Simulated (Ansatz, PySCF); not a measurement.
Reaction 3 R1 + R2 → 3 P1 + P2, each structure at its B3LYP-D3(BJ)/def2-TZVP stationary point, reached from a drawn start (curvature not checked).
P1: H2 (SMILES [H][H]), charge 0, multiplicity 1.
R1: HF (SMILES F), charge 0, multiplicity 1.
R2, SiH4 (SMILES [SiH4]) (charge 0, multiplicity 1):
```xyz
5

Si     0.000     0.000     0.000
H      0.855     0.855     0.855
H     -0.855    -0.855     0.855
H     -0.855     0.855    -0.855
H      0.855    -0.855    -0.855
```
P2: F3HSi (SMILES F[SiH](F)F), charge 0, multiplicity 1.

P less R. No zero-point or thermal terms.

Cores are frozen in the correlated methods.

Programs: Ansatz (Gaussian basis) for Hartree–Fock, density functionals and correlated methods; PySCF for the D3/D4 terms. All values are computed, each at the level named.

Total energies in hartree:

```csv
structure,PBE/def2-TZVPP,B3LYP-D3(BJ)/def2-TZVPP,CCSD(T)/cc-pV(T+d)Z
P1,-1.166122,-1.180145,-1.172336
R1,-100.393473,-100.492903,-100.338298
R2,-291.721620,-291.920350,-291.440117
P2,-589.538494,-590.002848,-589.083331
```

### Question
Work out the reaction energy at each level in kcal/mol (1 hartree = 627.50947 kcal/mol), and say how far PBE/def2-TZVPP lies from CCSD(T)/cc-pV(T+d)Z.

### Answer
- PBE/def2-TZVPP: 3 × (-1.166122) + (-589.538494) − (-291.721620) − 3 × (-100.393473) = -0.134821 hartree = -84.60 kcal/mol
- B3LYP-D3(BJ)/def2-TZVPP: 3 × (-1.180145) + (-590.002848) − (-291.920350) − 3 × (-100.492903) = -0.144224 hartree = -90.50 kcal/mol
- CCSD(T)/cc-pV(T+d)Z: 3 × (-1.172336) + (-589.083331) − (-291.440117) − 3 × (-100.338298) = -0.145328 hartree = -91.19 kcal/mol
PBE/def2-TZVPP less CCSD(T)/cc-pV(T+d)Z: 6.59 kcal/mol. CCSD(T)/cc-pV(T+d)Z is the level counted from, the highest shown, and no exact or measured value.

Ansatz is a quantum-chemistry and plane-wave program.
